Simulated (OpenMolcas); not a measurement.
Ru5+ among 6 point charges of -0.5 e arranged as an octahedron (Oh), 1.84 Å from the ion.

```yaml
Program: OpenMolcas 26.06
Method: CASSCF
Basis: ANO-RCC-VDZP [6s5p3d1f]
Scalar_Hamiltonian: DKH2, point nucleus
Active_space: 3 electrons in 5 orbitals (4d)
State_averaging: 2S+1 = 4 even, 10 roots; 2S+1 = 2 even, 40 roots
Spin-orbit_coupling: RASSI with atomic mean-field integrals over the reference wave functions
```

(1) What is the spin-free ground state (labels of O, the rotations of Oh)?

(2) Where is the first state of the same spin?

(3) What are the lowest two levels with spin-orbit coupling?

(4) What is χT at 300 K, and how does it compare with the textbook value?

(5) Which ligand-field parameters describe the states?

Answers

(1) 4A2, 1-fold in its orbital part, 100 % from free-ion F terms; it has the highest spin that d3 allows.

(2) 4T2 at 2420 cm-1 above the ground state.

(3) A 4-fold level Γ8, then a 4-fold level Γ8 2397 cm-1 above it. Their leading multiplicities are 4 (99 %) and 4 (99 %).

(4) The lowest level has 2S+1 = 4, for which the spin-only value is χT = S(S+1) / 2 = 1.875 cm3 K/mol (g = 2). The computed 0.388 at 300 K differs by -1.487, through orbital momentum, spin-orbit coupling and any other state in reach.

(5) A least-squares ligand-field fit to the states below 45000 cm-1, each weighted by its degeneracy and with a free common offset, gives 10Dq = 2481 cm-1, B = 995 cm-1 and C = 4086 cm-1 (C/B = 4.10), with an rms deviation of 29 cm-1. 

Spin-orbit coupling mixes the spin-free states strongly: the lowest level takes only 65 % from its leading state, 4A2. Without dynamic correlation the repulsion within the d shell is too large (B by tens of per cent), so at a given field states of lower spin stand too high. This field is weak: 10Dq is about 2481 cm-1, while octahedral complexes of 4d ions of charge 3 and more, computed by the same method with explicit ligands, had a median near 25000 cm-1. Ground spin and moment need not be those of a real site. The ground term spreads over less than 5000 cm-1, several times less than with real ligands, so orbital moments are less quenched and χT lies further from the spin-only value than at real sites. Point charges carry no covalency, so the field is a model and not that of real ligands. No measured value stands beside these numbers.
